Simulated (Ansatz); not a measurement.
CH$_{7}$GaOSi at its PBE0-D4/def2-TZVP geometry, where that method's forces vanish. Charge 0, multiplicity 1. The bonds changed during the relaxation, so this is another structure than the one it started from.

```xyz
11

C     2.1507   -0.8853    0.3752
Ga    0.4867   -1.2166    1.5436
Si   -2.0862    0.8343   -0.3345
O    -0.5365    0.2618   -0.1177
H     1.9895   -1.2286   -0.6555
H     3.0296   -1.4152    0.7569
H     2.4068    0.1820    0.3403
H    -2.6480    0.3289   -1.6131
H    -2.8536    0.3242    0.8198
H    -2.0841    2.3193   -0.3614
H     0.1449    0.4952   -0.7537
```

(1) What forces (eV/Å) does ωB97M-V/def2-TZVPP give on these atoms in Ansatz 0.2.0? (An estimate is asked.)

Results:

(1) The calculation gave: 
```
C1  -0.003  0.005 -0.008
Ga2  0.047 -0.020  0.010
Si3 -0.267  0.089 -0.022
O4   0.119 -0.002 -0.047
H5   0.017  0.030  0.058
H6  -0.059  0.038 -0.029
H7  -0.011 -0.065 -0.010
H8   0.071  0.063  0.158
H9   0.095  0.064 -0.144
H10  0.001 -0.184  0.003
H11 -0.009 -0.018  0.031
```
